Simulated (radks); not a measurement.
Results of a calculation; reference values are marked as such.
How relativity changes the ionisation of the scandium ion Sc18+ ([He] 2s1) to Sc19+ ([He]). Spin-unpolarised spherical Kohn-Sham, PBE, point nucleus unless stated (finite: rms radius 3.5459 fm), a radial shooting solver on a logarithmic mesh with Libxc functionals. A level marked "c x" has the speed of light scaled by that factor.

[
 {"level": "non-rel.", "E(Sc18+) (hartree)": "-474.67451", "E(Sc19+) (hartree)": "-427.77316", "IE (eV)": "1276.3", "HOMO": "2s", "<r> HOMO (bohr)": "0.3040"},
 {"level": "scalar-rel.", "E(Sc18+) (hartree)": "-477.51800", "E(Sc19+) (hartree)": "-430.28789", "IE (eV)": "1285.2", "HOMO": "2s", "<r> HOMO (bohr)": "0.3018"},
 {"level": "scalar-rel., finite nucleus", "E(Sc18+) (hartree)": "-477.51660", "E(Sc19+) (hartree)": "-430.28656", "IE (eV)": "1285.2", "HOMO": "2s", "<r> HOMO (bohr)": "0.3018"},
 {"level": "Dirac", "E(Sc18+) (hartree)": "-477.51800", "E(Sc19+) (hartree)": "-430.28789", "IE (eV)": "1285.2", "HOMO": "2s1/2", "<r> HOMO (bohr)": "0.3016"},
 {"level": "Dirac, finite nucleus", "E(Sc18+) (hartree)": "-477.51659", "E(Sc19+) (hartree)": "-430.28656", "IE (eV)": "1285.2", "HOMO": "2s1/2", "<r> HOMO (bohr)": "0.3016"},
 {"level": "Dirac, c x 0.85", "E(Sc18+) (hartree)": "-478.62830", "E(Sc19+) (hartree)": "-431.26978", "IE (eV)": "1288.7", "HOMO": "2s1/2", "<r> HOMO (bohr)": "0.3007"},
 {"level": "Dirac, c x 1.5", "E(Sc18+) (hartree)": "-475.92996", "E(Sc19+) (hartree)": "-428.88348", "IE (eV)": "1280.2", "HOMO": "2s1/2", "<r> HOMO (bohr)": "0.3030"},
 {"level": "Dirac, c x 2", "E(Sc18+) (hartree)": "-475.37908", "E(Sc19+) (hartree)": "-428.39629", "IE (eV)": "1278.5", "HOMO": "2s1/2", "<r> HOMO (bohr)": "0.3034"}
]

NIST Atomic Spectra Database: 1288.0 eV (theoretical). The relativistic part of the total energy of Sc18+ is -2.842 hartree (Dirac, finite nucleus), 0.6 % of the non-relativistic value. Spin polarisation and multiplet splitting of open shells are left out at every level.

Beside tabulated values, note that spin-unpolarised runs miss the spin-polarisation part of the exchange energy of open shells.
